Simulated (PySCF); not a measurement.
ClGeH, neutral, multiplicity 1.

```xyz
3

Ge     0.0512     0.7369     0.0000
H     -1.5334     0.8869     0.0000
Cl    -0.0062    -1.4393     0.0000
```

Coordinates come from a ωB97X-D3(BJ)/def2-TZVP optimisation.

Level of theory: PBE0/pcSseg-2 in PySCF. Non-relativistic, no solvent.

Problem. Give the absolute GIAO shielding of each atom: isotropic value and principal components (ppm). (The exact figures need the calculation; the answer reports its results.)

Solution. 
| atom | σ(iso) | σ11 | σ22 | σ33 | span |
|---|---|---|---|---|---|
| Ge1 | 109.4 | -1849.5 | 917.8 | 1260.0 | 3109.5 |
| H2 | 20.6 | 14.6 | 18.3 | 28.8 | 14.2 |
| Cl3 | 380.6 | -369.9 | 316.2 | 1195.5 | 1565.4 |
